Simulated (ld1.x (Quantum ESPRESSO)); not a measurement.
Before and after: ultrasoft potential for Ge (Z = 32)

```json
{"Element": "germanium", "Generator": "ld1.x (Quantum ESPRESSO) 7.5", "Type": "ultrasoft", "Functional": "PBE", "Relativity": "scalar-relativistic", "Frozen core": "[Ar] 3d10", "Valence charge": "4", "Reference configuration": "4s2 4p2", "Partial waves": "4s (bound): rcut 1.40, rcutus 1.70 bohr; 4s channel at -0.55 Ry: rcut 1.40, rcutus 1.70 bohr; 4p (bound): rcut 2.30, rcutus 2.45 bohr; 4p channel at 0.45 Ry: rcut 2.30, rcutus 2.45 bohr", "Local potential": "all-electron potential smoothed inside 2.25 bohr (lloc = -2)", "Core correction": "Bessel-smoothed model core, default radius (core density twice the valence density)", "Augmentation charge": "PSQ, radius 1.45 bohr"}
```

All-electron outer shells of the reference configuration (PBE, scalar-relativistic, ld1.x):

| shell | level (eV) | outermost node (bohr) | outermost maximum (bohr) |
| --- | --- | --- | --- |
| 3p | -115.62 | 0.23 | 0.54 |
| 3d | -29.31 | – | 0.50 |
| 4s | -11.73 | 0.77 | 1.75 |
| 4p | -3.90 | 0.82 | 2.22 |

Change: local potential all-electron potential smoothed inside 1.98 bohr (lloc = -2).

Cutoffs: the cutoffs (Ry, on a coarse ladder) from which the occupation-weighted sum of valence levels, in a spherical-Bessel basis at the reference potential, stays within 10 and 1 mRy of its value at 400 Ry; they do not see the model core or the augmentation charge, which bear on the density cutoff. Errors are all-electron minus pseudo energies relative to the spin-unpolarised reference configuration.

Predict the effect on cutoff, ghosts and configuration errors.

The potential gets neither clearly harder nor softer (10 Ry and 15 Ry → 10 Ry and 15 Ry); the errors of the 7 common tests hardly move; the range in which the s phases agree narrows (upper end at the end of the scan → 2.8); neither file shows a bound ghost.

```csv
quantity,base,changed
"cutoff, loose",10 Ry,10 Ry
"cutoff, tight",15 Ry,15 Ry
bound ghosts,none,none
"error for 4s2 4p1, meV [ΔE 7.44 eV]",-6.6,-6.6
"error for 4s2 4p0, meV [ΔE 22.88 eV]",-53,-53
"error for 4s1 4p0, meV [ΔE 57.67 eV]",-306,-310
"error for 4s2 4p1.5, meV [ΔE 2.80 eV]",-1.3,-1.3
"error for 4s2 4p2.3, meV [ΔE -0.88 eV]",-0.1,-0.1
"error for 4s1 4p2, meV [ΔE 16.16 eV]",-33,-34
"error for 4s1 4p3, meV [ΔE 7.97 eV]",-13,-13
s: phases at 2.66 bohr within 0.05 rad from the reference energy up to (Ry; the scan ends near 5),to the end of the scan,2.8
p: phases at 2.66 bohr within 0.05 rad from the reference energy up to (Ry; the scan ends near 5),3.6,3.6
lowest overlap eigenvalue by channel,"s 0.58, p 0.76","s 0.42, p 0.75"
```
